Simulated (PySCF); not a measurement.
# Cs₂: frontier orbitals

PBE0 at R = 4.754 Å; Cs x2c-TZVPall; spin-free X2C with a Gaussian nucleus (PySCF 2.14). State: ¹Σg⁺ (singlet), closed shell. Only the outer orbitals are listed.

```json
{"orbital": "σg", "occ.": "2", "ε (eV)": "-14.74", "main shells (%)": "100 p"}
{"orbital": "πu", "occ.": "2", "ε (eV)": "-14.72", "main shells (%)": "100 p"}
{"orbital": "πu", "occ.": "2", "ε (eV)": "-14.72", "main shells (%)": "100 p"}
{"orbital": "πg", "occ.": "2", "ε (eV)": "-14.70", "main shells (%)": "100 p"}
{"orbital": "πg", "occ.": "2", "ε (eV)": "-14.70", "main shells (%)": "100 p"}
{"orbital": "σu", "occ.": "2", "ε (eV)": "-14.61", "main shells (%)": "100 p"}
{"orbital": "σg", "occ.": "2", "ε (eV)": "-2.58", "main shells (%)": "93 s"}
{"orbital": "σu", "occ.": "0", "ε (eV)": "-1.14", "main shells (%)": "59 s, 38 p"}
{"orbital": "πu", "occ.": "0", "ε (eV)": "-0.57", "main shells (%)": "86 p, 14 d"}
{"orbital": "πu", "occ.": "0", "ε (eV)": "-0.57", "main shells (%)": "86 p, 14 d"}
```

Task: Which are the highest filled and the lowest empty level, where do they sit, and how wide is the gap?

Result: Highest filled σg at -2.58 eV (in %: 93 s); lowest empty σu at -1.14 eV (in %: 59 s, 38 p); the gap at PBE0 is 1.44 eV.

```json
{
 "bond order (Mayer)": "1.01",
 "⟨S²⟩": "0.000",
 "polarisability along the bond": "1062.9 bohr³",
 "polarisability across the bond": "579.1 bohr³"
}
```

Closed-shell solutions of metal pairs were not tested for spin polarisation, which can lower them a little. Spin–orbit coupling is left out.
